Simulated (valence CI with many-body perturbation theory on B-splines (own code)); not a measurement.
Nd38+: E2, M1 decay

Computed by configuration interaction combined with many-body perturbation theory (CI+MBPT): four valence electrons over a frozen Dirac-Fock core [Ar], radial functions for each j: 7 s, 7 p, 8 d, 6 f, 4 g, 1 h, with the one-electron correlation potential Σ1, the two-electron term Σ2, the three-electron term Σ3, Breit, model QED; selected CI, second order for the rest, scaled by the run's own slope (own B-spline code, finite nucleus).

No measured spectrum was set against this ion. As an estimate, large intervals hold to a few tenths of a per cent, small ones and those within an open d or f shell to about a per cent. Only levels of the ground parity were solved; by the run's estimate the other parity begins above the list, which can be wrong where configurations are misplaced.

Lines 1 to 50 of 120 in falling wavelength, among levels below 145.93 eV, chosen from the decays that carry over 1 % of a level's rate. Wavelengths and rates use the calculated energies. Electric multipoles are in the length gauge, E1 and E2 with the static RPA response of the core. S is in atomic units (e²a₀⁴ for E2 and M2, e²a₀⁶ for E3), for M1 in squared Bohr magnetons. Weak lines are less certain than strong ones. Lines between different terms over intervals too small for the method are left out, as are lines whose strength nearly cancels. The highest levels of a list are the least certain.

Levels are named by their leading jj configuration (3d3/2^4 stands for four electrons in 3d with j = 3/2), which in mixed levels can hold well under half, so a name can repeat and another be missing. Letters in brackets count levels of one name in rising energy.

```csv
λ vac (Å),Upper,Lower,Type,A (s⁻¹),S (a.u.)
23120,(3d3/2^3 3d5/2) J=4,(3d3/2^3 3d5/2) J=2,E2,6.13e-09,3.25e-04
5407,(3d3/2^2 3d5/2^2) J=6,(3d3/2^2 3d5/2^2) J=5,M1,5.32e+01,4.05e+00
4515,(3d3/2^3 3d5/2) J=3,(3d3/2^3 3d5/2) J=4,M1,1.30e+02,3.10e+00
3777,(3d3/2^3 3d5/2) J=3,(3d3/2^3 3d5/2) J=2,M1,3.94e+02,5.50e+00
2590,(3d3/2^2 3d5/2^2) J=2 [b],(3d3/2^2 3d5/2^2) J=1,M1,5.64e+02,1.82e+00
2416,(3d3/2^2 3d5/2^2) J=5,(3d3/2^2 3d5/2^2) J=4 [a],M1,6.82e+02,3.92e+00
1386,(3d3/2^3 3d5/2) J=2,(3d3/2^3 3d5/2) J=1,M1,1.03e+04,5.07e+00
1367,(3d3/2^2 3d5/2^2) J=4 [b],(3d3/2^2 3d5/2^2) J=3 [a],M1,3.40e+03,2.90e+00
1325,(3d3/2^2 3d5/2^2) J=1,(3d3/2^2 3d5/2^2) J=0 [a],M1,6.09e+03,1.57e+00
1131,(3d3/2^2 3d5/2^2) J=4 [b],(3d3/2^2 3d5/2^2) J=4 [a],M1,6.53e+02,3.15e-01
1109,(3d3/2^2 3d5/2^2) J=4 [c],(3d3/2^2 3d5/2^2) J=3 [b],M1,2.38e+03,1.08e+00
1084,(3d3/2^2 3d5/2^2) J=2 [b],(3d3/2^2 3d5/2^2) J=2 [a],M1,4.89e+03,1.15e+00
1062,(3d3/2^2 3d5/2^2) J=2 [d],(3d3/2^2 3d5/2^2) J=2 [c],M1,4.63e+03,1.03e+00
1041,(3d3/2 3d5/2^3) J=3 [c],(3d3/2 3d5/2^3) J=2 [a],M1,7.44e+03,2.18e+00
1024,(3d3/2 3d5/2^3) J=3 [b],(3d3/2 3d5/2^3) J=3 [a],M1,4.56e+03,1.27e+00
828.8,(3d3/2 3d5/2^3) J=1 [b],(3d3/2 3d5/2^3) J=0,M1,8.50e+03,5.38e-01
787.8,(3d3/2 3d5/2^3) J=2 [b],(3d3/2 3d5/2^3) J=2 [a],M1,1.14e+04,1.04e+00
745.5,(3d3/2^2 3d5/2^2) J=4 [a],(3d3/2^3 3d5/2) J=3,M1,1.44e+04,1.99e+00
701.1,(3d3/2^2 3d5/2^2) J=4 [c],(3d3/2^2 3d5/2^2) J=5,M1,6.92e+03,7.95e-01
694.2,(3d3/2 3d5/2^3) J=3 [a],(3d3/2^2 3d5/2^2) J=4 [b],M1,1.17e+04,1.01e+00
669.4,(3d3/2^2 3d5/2^2) J=3 [a],(3d3/2^3 3d5/2) J=3,M1,7.29e+04,5.67e+00
667.3,(3d3/2 3d5/2^3) J=2 [a],(3d3/2^2 3d5/2^2) J=2 [c],M1,2.24e+04,1.23e+00
659.0,(3d3/2 3d5/2^3) J=3 [c],(3d3/2^2 3d5/2^2) J=2 [d],M1,4.88e+03,3.63e-01
651.4,(3d3/2^2 3d5/2^2) J=0 [b],(3d3/2 3d5/2^3) J=1 [a],M1,1.66e+04,1.70e-01
641.1,(3d3/2 3d5/2^3) J=1 [b],(3d3/2^2 3d5/2^2) J=2 [d],M1,5.45e+04,1.60e+00
639.9,(3d3/2^2 3d5/2^2) J=4 [a],(3d3/2^3 3d5/2) J=4,M1,1.05e+05,9.14e+00
638.2,(3d3/2 3d5/2^3) J=1 [b],(3d3/2 3d5/2^3) J=1 [a],M1,7.30e+03,2.11e-01
628.0,(3d3/2^3 3d5/2) J=1,(3d3/2^4) J=0,M1,1.13e+05,3.11e+00
624.1,(3d3/2 3d5/2^3) J=3 [b],(3d3/2^2 3d5/2^2) J=2 [c],M1,3.90e+03,2.46e-01
607.9,(3d3/2^2 3d5/2^2) J=2 [c],(3d3/2^2 3d5/2^2) J=2 [a],M1,1.14e+04,4.73e-01
603.4,(3d3/2 3d5/2^3) J=1 [a],(3d3/2^2 3d5/2^2) J=2 [b],M1,2.34e+04,5.70e-01
602.3,(3d3/2^2 3d5/2^2) J=2 [a],(3d3/2^3 3d5/2) J=2,M1,5.02e+04,2.03e+00
600.9,(3d3/2^2 3d5/2^2) J=2 [d],(3d3/2^2 3d5/2^2) J=2 [b],M1,1.06e+04,4.28e-01
592.6,(3d3/2^2 3d5/2^2) J=4 [c],(3d3/2^2 3d5/2^2) J=3 [a],M1,1.12e+04,7.76e-01
587.4,(3d3/2^2 3d5/2^2) J=2 [d],(3d3/2^2 3d5/2^2) J=3 [b],M1,6.87e+03,2.58e-01
583.4,(3d3/2 3d5/2^3) J=3 [c],(3d3/2 3d5/2^3) J=4 [a],M1,3.03e+04,1.56e+00
571.5,(3d3/2 3d5/2^3) J=5,(3d3/2^2 3d5/2^2) J=4 [b],M1,6.00e+04,4.57e+00
568.6,(3d3/2^2 3d5/2^2) J=3 [a],(3d3/2^3 3d5/2) J=2,M1,5.71e+04,2.72e+00
547.6,(3d3/2 3d5/2^3) J=2 [b],(3d3/2^2 3d5/2^2) J=2 [d],M1,7.45e+03,2.27e-01
545.5,(3d3/2 3d5/2^3) J=2 [b],(3d3/2 3d5/2^3) J=1 [a],M1,1.37e+04,4.11e-01
543.4,(3d3/2^2 3d5/2^2) J=4 [c],(3d3/2^2 3d5/2^2) J=4 [a],M1,9.97e+04,5.34e+00
518.8,(3d3/2 3d5/2^3) J=4 [b],(3d3/2 3d5/2^3) J=3 [a],M1,4.68e+03,2.18e-01
505.9,(3d3/2^2 3d5/2^2) J=5,(3d3/2^3 3d5/2) J=4,M1,6.67e+04,3.52e+00
492.4,(3d3/2 3d5/2^3) J=4 [a],(3d3/2^2 3d5/2^2) J=5,M1,1.12e+04,4.48e-01
491.4,(3d3/2 3d5/2^3) J=5,(3d3/2^2 3d5/2^2) J=6,M1,3.74e+04,1.81e+00
489.4,(3d3/2 3d5/2^3) J=1 [a],(3d3/2^2 3d5/2^2) J=1,M1,9.10e+04,1.19e+00
473.3,(3d3/2 3d5/2^3) J=6,(3d3/2^2 3d5/2^2) J=6,M1,7.36e+04,3.76e+00
466.7,(3d3/2 3d5/2^3) J=2 [b],(3d3/2 3d5/2^3) J=3 [a],M1,3.10e+04,5.85e-01
462.6,(3d3/2^2 3d5/2^2) J=6,(3d3/2^3 3d5/2) J=4,E2,1.66e+00,4.07e-04
462.2,(3d3/2^2 3d5/2^2) J=0 [a],(3d3/2^3 3d5/2) J=1,M1,4.07e+05,1.49e+00
```
